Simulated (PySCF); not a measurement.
Molecule: sum formula TaO₂H₂ (charge 0, quartet). The spin state was set by rule; other spins were not relaxed. 
Geometry from a B3LYP-D3(BJ)/def2-TZVP (Ansatz) optimisation:
SMILES: [OH][Ta][OH]
```xyz
5

Ta     0.0000     0.0000     0.0000
O      0.0000     0.0000    -1.9019
H      0.0000     0.0000    -2.8555
O      0.0000     0.0000     1.9019
H      0.0000     0.0000     2.8555
```
Charge 0, spin multiplicity 4.

Dispersion corrections to the total energy (kcal/mol) from the dftd3 and dftd4 libraries through PySCF: D3(BJ) without and D4 with the three-body term, each with the damping fitted for the functional named.

| functional | D3(BJ) | D4 |
|---|---|---|
| B2GP-PLYP | -1.92 | -0.69 |
| HF | -13.96 | -5.56 |
| BP86 | -2.82 | … |
| BLYP | -3.47 | … |
| PBE | … | -1.64 |
| LC-wPBE | -1.58 | -1.88 |
| revPBE | -3.45 | -4.22 |

Q: What belongs in the gaps?

A: 
- BP86, D4: -2.26
- BLYP, D4: -3.53
- PBE, D3(BJ): -1.46
